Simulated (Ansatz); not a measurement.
CH3FSi, SMILES `F[C][SiH3]` (excited singlet) (charge 0, multiplicity 1). This singlet is an excited state, 0.15 eV above the relaxed triplet at the level frozen-core CCSD(T)/cc-pVTZ // PBE0-D3(BJ)/def2-TZVP (Ansatz, an electronic-structure program).

Cartesian coordinates (Å):
```xyz
6

F      2.1620    -0.3821     0.1789
C      1.3153     0.2451    -0.5934
Si    -0.5174     0.0342     0.0418
H     -0.7578    -0.7710     1.2720
H     -1.2201    -0.5605    -1.1257
H     -0.9820     1.4343     0.2264
```
Charge 0, multiplicity 1.

Frozen-core energies in cc-pVDZ from Ansatz at a geometry from PBE0-D3(BJ)/def2-TZVP; the HF reference has <S^2> = 0.00 (restricted, and unstable towards unrestricted orbitals) and the T1 diagnostic is 0.019.

| level | energy (Ha) |
|---|---|
| HF | -427.84564 |
| MP2 | -428.24022 |
| CCSD | -428.28290 |

**Question.** Estimate the energies of CCSD(T), CCSDT and CCSDT(Q), and give each level's difference from CCSDT(Q).

**Answer.** 
| level | energy (Ha) | difference from CCSDT(Q) (mHa) |
|---|---|---|
| MP2 | -428.24022 | 56.73 |
| CCSD | -428.28290 | 14.05 |
| CCSD(T) | -428.29454 | 2.42 |
| CCSDT | -428.29599 | 0.96 |
| CCSDT(Q) | -428.29695 | 0.00 |
